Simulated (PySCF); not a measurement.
ClH3Si, SMILES [SiH3]Cl (connectivity only; charge and spin as stated), charge +1, multiplicity 2. Atoms are numbered in the order given.

```xyz
5

Si     0.0775    -0.9185     0.0000
Cl    -0.0138     1.0357     0.0000
H     -1.1029    -1.5611    -0.8203
H      1.3560    -1.6258     0.0000
H     -1.1029    -1.5611     0.8203
```
Charge +1, spin multiplicity 2.

The structure is a stationary point at ωB97X-D3(BJ)/def2-TZVP. The spin state was assumed, not searched. The isomer is the one that the SMILES or the coordinates give; other isomers of the formula were not compared.

Two levels are set side by side: PBE/pcH-1 (PySCF) and B3LYP/pcH-1 (PySCF). Contact hyperfine couplings, same geometry. Differences are taken from unrounded values.

| quantity | PBE |
|---|---|
| A(iso) of 29Si, atom Si1 (MHz) | 46.1 |
| A(iso) of 35Cl, atom Cl2 (MHz) | 2.6 |
| A(iso) of 1H, atom H3 (MHz) | 602.1 |
| A(iso) of 1H, atom H4 (MHz) | -31.7 |
| A(iso) of 1H, atom H5 (MHz) | 602.1 |

Question: These are the PBE values. What does B3LYP give? (An estimate is asked for; the answer gives what the named calculation found.)

Answer: 
```
quantity                        B3LYP  PBE minus B3LYP
------------------------------  -----  ---------------
A(iso) of 29Si, atom Si1 (MHz)   68.8            -22.7
A(iso) of 35Cl, atom Cl2 (MHz)    6.9             -4.3
A(iso) of 1H, atom H3 (MHz)     681.0            -79.0
A(iso) of 1H, atom H4 (MHz)     -32.0              0.4
A(iso) of 1H, atom H5 (MHz)     681.0            -79.0
```

Rough cost on one machine, each run with all the roots and properties that it gave: B3LYP against PBE within a factor of 2.
